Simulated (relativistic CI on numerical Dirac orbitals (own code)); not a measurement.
**Radial parameters of Bi XV**

Method of calculation: Dirac-Coulomb-Breit CI, orbitals from a KLI potential per configuration, model QED (radiative potential, 1s self-energy scaled to tabulated hydrogen-like ionisation energies), unscaled Slater integrals (own radial code, finite nucleus).

Slater integrals F^k, G^k are unscaled and averaged over j, outside the closed core [Kr] 4d10 4f14; ζ comes from projecting the Hamiltonian with its Breit term on Σ l·s of the shell.

- 5s2 5p6 5d: ζ(5d) = 14640 cm⁻¹; <r>(5d) = 1.006, <r^2>(5d) = 1.135 (bohr units).
- 5s2 5p6 5f: ζ(5f) = 1491.4 cm⁻¹; <r>(5f) = 1.242, <r^2>(5f) = 1.746 (bohr units).
- 5s2 5p5 5d2: ζ(5p) = 155630, F^2(5d,5d) = 105580, F^4(5d,5d) = 72597, F^2(5p,5d) = 110200, G^1(5p,5d) = 136080, G^3(5p,5d) = 86570, ζ(5d) = 14806 cm⁻¹; <r>(5p) = 0.875, <r^2>(5p) = 0.856, <r>(5d) = 1.004, <r^2>(5d) = 1.13 (bohr units).

Problem. Give the Racah parameters of the d shell in 5s2 5p5 5d2.

Solution. B = F²/49 − 5F⁴/441 = 1332 cm⁻¹ and C = 35F⁴/441 = 5762 cm⁻¹.

In this model ζ of a weakly bound d, f or g electron outside closed shells comes out too small, for d by up to a factor of two or three and at times with the wrong sign; that of an outer p electron is too small as well.

Averages of the first 10 configurations, taken without configuration mixing, which lowers the lowest level and can move excited configurations by several eV; other configurations of the list can lie among them:

| Configuration | Parity | States | Average energy above the lowest level (eV) |
| --- | --- | --- | --- |
| 5s2 5p6 5d | even | 10 | 3.7 |
| 5s2 5p6 5f | odd | 14 | 88.8 |
| 5s2 5p5 5d2 | odd | 270 | 88.1 |
| 5s2 5p6 6s | even | 2 | 62.8 |
| 5s2 5p6 6p | odd | 6 | 88.2 |
| 5s2 5p6 5g | even | 18 | 147.4 |
| 5s 5p6 5d2 | even | 90 | 160.1 |
| 5s2 5p5 5d 5f | even | 840 | 172.6 |
| 5s2 5p6 6d | even | 10 | 122.0 |
| 5s2 5p5 5d 5g | odd | 1080 | 231.8 |
